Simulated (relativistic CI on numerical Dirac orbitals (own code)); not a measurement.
## Ru7+: L2,3 absorption edge

Computed with this model: Dirac-Coulomb-Breit CI, orbitals from a KLI potential per configuration, model QED, multiplet model of core-to-valence dipole absorption, unscaled Slater integrals; configurations [Kr] 4d → [He] 2s2 2p5 3s2 3p6 3d10 4s2 4p6 4d2; 10 K; Lorentzian 1.6 eV and Gaussian 0.5 eV FWHM. Energies are those of the free ion, without screening or charge transfer. The branching ratio is the share of the lower-energy edge in the whole absorption, uncertain by about 0.02 where the edges overlap. S is read from ⟨S²⟩ = S(S + 1).

Field parameters in Wybourne normalisation: D3d B²₀ = −7Dσ, B⁴₀ = −14Dq − 21Dτ, B⁴₃ = −14√(10/7) Dq; Oh B⁴₀ = 21Dq, B⁴₄ = √(5/14) B⁴₀; Td as Oh with Dq negative (B⁴₀ = 21Dq, B⁴₄ = √(5/14) B⁴₀). The field is a parameter set, without covalency.

Computed curve for D3d, 10Dq = 43850, Dσ = -920, Dτ = -190 cm⁻¹, scaled to 100 at the maximum (points under 2 are left out and the grid is thinned):

| Energy (eV) | Intensity |
| --- | --- |
| 2847.00 | 2.0 |
| 2847.50 | 2.3 |
| 2848.25 | 2.9 |
| 2848.75 | 3.4 |
| 2849.50 | 4.5 |
| 2850.00 | 5.7 |
| 2850.75 | 8.6 |
| 2851.25 | 12.4 |
| 2852.00 | 23.8 |
| 2852.50 | 35.8 |
| 2853.25 | 49.0 |
| 2853.75 | 52.2 |
| 2854.50 | 64.6 |
| 2855.00 | 61.7 |
| 2855.75 | 39.5 |
| 2856.25 | 31.3 |
| 2857.00 | 35.9 |
| 2857.50 | 50.4 |
| 2858.25 | 72.4 |
| 2858.75 | 72.4 |
| 2859.50 | 86.3 |
| 2860.00 | 100.0 |
| 2860.75 | 79.4 |
| 2861.25 | 50.1 |
| 2862.00 | 23.6 |
| 2862.50 | 15.7 |
| 2863.25 | 9.8 |
| 2863.75 | 7.5 |
| 2864.50 | 5.4 |
| 2865.00 | 4.5 |
| 2865.75 | 3.6 |
| 2866.25 | 3.1 |
| 2867.00 | 2.5 |
| 2867.50 | 2.3 |
| 2868.25 | 2.0 |
| 2978.00 | 2.2 |
| 2978.75 | 3.2 |
| 2979.25 | 4.3 |
| 2980.00 | 7.5 |
| 2980.50 | 12.0 |
| 2981.25 | 24.3 |
| 2981.75 | 31.5 |
| 2982.50 | 28.9 |
| 2983.00 | 24.4 |
| 2983.75 | 25.7 |
| 2984.25 | 24.5 |
| 2985.00 | 16.6 |
| 2985.50 | 15.4 |
| 2986.25 | 22.6 |
| 2986.75 | 29.1 |
| 2987.50 | 26.1 |
| 2988.00 | 24.9 |
| 2988.75 | 30.1 |
| 2989.25 | 29.3 |
| 2990.00 | 17.4 |
| 2990.50 | 10.6 |
| 2991.25 | 5.5 |
| 2991.75 | 4.0 |
| 2992.50 | 2.7 |
| 2993.00 | 2.2 |

The ground state has S = 0.50, and the centroid lies at 2895.73 eV.
